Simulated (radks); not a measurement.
Initial-state core-level shifts of neutral tantalum when its valence configuration changes from [Xe] 4f14 5d3 6s2. Method: scalar-relativistic Kohn-Sham, PBE, spin-polarised, spherical densities, point nucleus; open shells are filled with parallel spins first (spin-orbit coupling, left out, can overturn this in heavy ions); computed with a radial shooting solver on a logarithmic mesh with Libxc functionals. Shifts are changes of the shell-averaged eigenvalues in eV (positive: less bound).

valence                    1s       2s       2p       4p
4f14 5d1 6s2 6p2       -7.741   -7.946   -7.939   -7.857
4f14 5d3 6p2           -2.725   -2.693   -2.692   -2.708
4f14 5d2 6s2 6p1       -3.761   -3.851   -3.848   -3.821
4f14 5d2 6s1 6p2       -4.931   -5.015   -5.011   -4.991
4f13 5d3 6s2 6p1      -12.789  -13.643  -13.527  -13.688
4f14 5d3 6s1 6p1       -1.301   -1.291   -1.290   -1.298
4f14 5d3 6s1.5 6p0.5   -0.703   -0.698   -0.698   -0.700
4f12 5d5 6s2          -17.995  -19.595  -19.354  -19.589
4f13 5d4 6s1 6p1      -10.029  -10.777  -10.663  -10.872
